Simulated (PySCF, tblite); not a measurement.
Species: C₅H₁₄N₂Si.
Structure used (GFN2-xTB), in Å, numbered top down from 1:
```xyz
22
C5H14N2Si angstrom
C     -2.1489    1.6543   -0.0394
C     -1.0320    1.0419   -0.4144
N     -0.6072   -0.2051   -0.0061
Si    -1.6201   -1.2386    0.9508
C      0.7384   -0.6007   -0.3910
C      0.9073   -0.6799   -1.9094
C      1.7941    0.3159    0.2457
N      1.7789    0.1441    1.6882
H     -2.8441    1.2185    0.6553
H     -2.3971    2.6235   -0.4319
H     -0.3699    1.5431   -1.1086
H     -2.8985   -1.4127    0.2565
H     -1.8406   -0.6712    2.2881
H     -0.9067   -2.5071    1.0590
H      0.9000   -1.5993    0.0222
H      0.0778   -1.2351   -2.3411
H      0.9373    0.3075   -2.3635
H      1.8356   -1.1919   -2.1490
H      2.7836    0.0197   -0.1149
H      1.6159    1.3575   -0.0713
H      0.8519    0.3536    2.0457
H      2.4339    0.7814    2.1281
```

Jobs on this species (22 atoms, 72 electrons) with PySCF (density fitting) and tblite. Hardware of each: Arm Neoverse V1, one thread, no GPU, shared host. The host was shared with other jobs, so the times are rough.

```json
{"level and settings": "GFN2-xTB", "work": "L-BFGS relaxation", "basis functions": "–", "SCF cycles": "–", "wall time": "0.97 s"}
{"level and settings": "PBE0/pcSseg-1", "work": "shieldings, charges and field gradients, density and orbital grids written", "basis functions": "213", "SCF cycles": "?", "wall time": "?"}
{"level and settings": "GFN2-xTB", "work": "Hessian by finite differences", "basis functions": "–", "SCF cycles": "–", "wall time": "0.93 s"}
```

Task: Fill in the missing figures.

Result: 
- PBE0/pcSseg-1; shieldings, charges and field gradients, density and orbital grids written: 76 s, 14 SCF cycles

Task: What do all jobs in the table cost together?

Result: About 78 s; the longest takes about 98 % of that, and about 82 times as long as the shortest.
